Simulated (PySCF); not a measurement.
Question: Write Cartesian coordinates for `FC(F)(F)CCBr` (3-bromo-1,1,1-trifluoropropane) as optimised with PBE0-D3(BJ)/def2-SVP.

Answer: 
```xyz
11
C3H4BrF3 angstrom
F     -1.5195    1.1725   -0.6307
C     -0.7840    0.1319   -1.0382
F     -1.5324   -0.9662   -0.8817
F     -0.5580    0.2842   -2.3436
C      0.5119    0.0337   -0.2714
C      0.2833   -0.1430    1.2144
Br     1.9649   -0.2815    2.1659
H      1.0785   -0.8138   -0.6837
H      1.0881    0.9485   -0.4730
H     -0.2534    0.7116    1.6446
H     -0.2772   -1.0612    1.4295
```

Any rigid rotation of these coordinates is as good. Atoms count from 1 in this order. Of the pairs four or more bonds apart, F3···H11 is among the closest relative to their van der Waals radii: 2.63 Å, 99 % of the sum of Bondi's values.

Bonds between heavy atoms (Å): F1–C2 1.338, C2–F3 1.338, C2–F4 1.334, C2–C5 1.509, C5–C6 1.514, C6–Br7 1.937.

Level of theory: PBE0-D3(BJ)/def2-SVP geometry optimisation, gas phase (PySCF 2.14.0).

Point group: Cs (every atom within 0.08 Å of its image). PBE0-D3(BJ)/def2-SVP frequencies: not computed here. One conformer, not necessarily the lowest (C2–C5–C6–Br7 179°).
